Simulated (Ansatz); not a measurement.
Consider the redistribution: `[OH][AlH][SiH3]` + `CN[SiH](N)[SiH3]` → `C[NH][AlH][OH]` + `N[SiH]([SiH3])[SiH3]`.

Gas-phase electronic energies from Ansatz, PBE0-D4/def2-TZVP geometries. CBS: MP2 limit from def2 TZ/QZ plus the TZ coupled-cluster correction, frozen cores. One conformer a species, not always the lowest.

```csv
species,CCSD(T)/CBS(def2) energy (Eh)
`[OH][AlH][SiH3]`,-609.31389
`CN[SiH](N)[SiH3]`,-731.67656
`C[NH][AlH][OH]`,-413.63722
`N[SiH]([SiH3])[SiH3]`,-927.36405
```

Q: Work out ΔE.

A: ΔE = (-413.63722) + (-927.36405) − (-609.31389) − (-731.67656) = -0.01082 Eh = -0.29 eV.

Largest T1 diagnostic among the species: 0.014.

In def2-TZVPP, CCSD(T) changes the Hartree–Fock value by −0.05 eV (the triples alone add −0.01 eV) and MP2 by −0.08 eV.
